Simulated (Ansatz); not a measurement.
`BC1=CB1` + `CSC(C)C` → `CBC1=CB1` + `CCSC` at 400 K and 1 bar (formal exchange of groups at a B–H bond).

Program: Ansatz. Geometries: PBE0-D4/def2-TZVP. ΔE: electronic, gas phase. CCSD(T)/CBS is the MP2 limit (def2-TZVPP, def2-QZVPP) plus CCSD(T) − MP2 in def2-TZVPP, frozen cores. Each species was taken in one conformer, which may not be the lowest.

| species | CCSD(T)/CBS energy (Eh) | H − E (kJ/mol) | S (J/(mol·K)) |
| --- | --- | --- | --- |
| `BC1=CB1` | -128.02582 | 163.8 | 301.0 |
| `CSC(C)C` | -556.01305 | 383.3 | 386.7 |
| `CBC1=CB1` | -167.30439 | 245.4 | 359.0 |
| `CCSC` | -516.75014 | 303.2 | 350.4 |

H − E and S are ideal-gas, rigid-rotor, harmonic terms from PBE0-D4/def2-TZVP, for one conformer and one mirror image of each species. 1 Eh = 2625.50 kJ/mol, R = 8.31446 J/(mol·K).

By hand: ΔE, ΔH, ΔS and ΔG.

ΔE = (-167.30439) + (-516.75014) − (-128.02582) − (-556.01305) = -0.01566 Eh = -41.1 kJ/mol. Δ(H − E) = 245.4 + 303.2 − 163.8 − 383.3 = 1.5, so ΔH = -39.6 kJ/mol. ΔS = 359.0 + 350.4 − 301.0 − 386.7 = 21.7 J/(mol·K). ΔG = -39.6 − 400 × (21.7)/1000 = -48.3 kJ/mol.

By hand: the equilibrium constant, and the temperature at which ΔG would vanish if ΔH and ΔS stayed fixed.

log₁₀ K = −ΔG/(RT ln 10) = 6.3. ΔH and −TΔS have one sign here, so there is no such temperature.

ΔH outweighs TΔS. A doubt of 5 kJ/mol in ΔE shifts log₁₀ K by 0.7 here. Other conformers and mirror images would add mixing entropy, several J/(mol·K) or more a flexible species. Modes under 60 cm⁻¹, often nearly free rotors, make the harmonic entropy too high. These are equilibria of isolated gas molecules and say nothing of rates. Largest T1 diagnostic: 0.013 (customary marks: 0.02 for closed shells, 0.045 for open ones).
